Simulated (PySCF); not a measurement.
PySCF input for C₂H₇Si, SMILES [SiH2]([CH2])C, multiplicity 2, B3LYP/pcH-1. Geometry: B3LYP-D3(BJ)/def2-SVP. The isomer is the one that the SMILES or the coordinates give; other isomers of the formula were not compared.

```python
import numpy as np
from pyscf import gto, scf, dft
from pyscf.prop.hfc import uks as hfc
from pyscf.prop.gtensor import uks as gtensor

mol = gto.M(
    atom='''
    C     1.54150342    0.60952762    0.16535412
    Si    0.08606178   -0.46715174   -0.24460068
    C    -1.52775133    0.33049170    0.31894605
    H     2.54921802    0.21267469    0.33367236
    H     1.47112106    1.70307312    0.20904940
    H     0.01692581   -0.70395711   -1.72496520
    H     0.26486854   -1.80535622    0.39861986
    H    -1.53444632    0.47849778    1.41051247
    H    -2.39185440   -0.29871876    0.05193287
    H    -1.66321018    1.31379494   -0.16021341
    ''',
    basis='pcH-1',
    charge=0,
    spin=1,
    max_memory=1600,
    verbose=3,
)
mf = dft.UKS(mol, xc='b3lyp').density_fit(auxbasis='def2-universal-jkfit')
mf.grids.level = 3
mf.conv_tol = 1e-10
mf.max_cycle = 100
mf.kernel()
fine, coarse = mf.grids, dft.Grids(mol).set(level=1).build(with_non0tab=True)
for _ in range(3):  # follow internal instabilities
    mf.grids = coarse
    mo, _, stable, _ = mf.stability(return_status=True, nroots=4)
    mf.grids = fine
    if stable:
        break
    mf.kernel(mf.make_rdm1(mo, mf.mo_occ))
A = hfc.HFC(mf).make_fcdip(mf.make_rdm1())  # Fermi contact and dipolar terms, MHz
print('atom   A(iso)/MHz   principal dipolar parts/MHz')
for i, a in enumerate(A):
    w = np.linalg.eigvalsh((a + a.T) / 2)
    print(f'{mol.atom_symbol(i):2s}{i + 1:3d} {w.mean():12.2f}', (w - w.mean()).round(2))
gt = gtensor.GTensor(mf)
gt.dia_soc2e, gt.para_soc2e, gt.so_eff_charge = None, None, True
gt.max_cycle_cphf = 60
g = gt.kernel()
```

Log of the run:

```

WARN: HOMO -0.218722276226984 >= LUMO -0.218722276226998

converged SCF energy = -369.89244418416  <S^2> = 0.75346484  2S+1 = 2.0034618
<class 'pyscf.df.df_jk.DFUKS'> wavefunction is stable in the internal stability analysis
atom   A(iso)/MHz   principal dipolar parts/MHz
C   1        85.50 [-76.8  -76.46 153.26]
Si  2        47.43 [-2.66  0.56  2.1 ]
C   3         9.11 [-1.27 -1.12  2.39]
H   4       -59.27 [-35.89  -1.57  37.46]
H   5       -58.99 [-35.92  -1.52  37.43]
H   6        92.63 [-3.6  -1.35  4.95]
H   7        23.55 [-3.19 -2.57  5.76]
H   8        -1.18 [-2.47 -1.65  4.13]
H   9         0.96 [-1.32 -1.11  2.43]
H  10        -1.00 [-1.97 -1.71  3.68]
SOC(1e)/OZ [ 7.05300599e-04  6.54539824e-04 -2.29520271e-05]
free electron g 2.00231930436182
g-tensor total [2.00296275 2.00292258 2.00220034]
g-shift (ppt) [ 0.64344756  0.60327553 -0.11896012]
```

The run converged.

Cost: roughly 110 core-seconds.
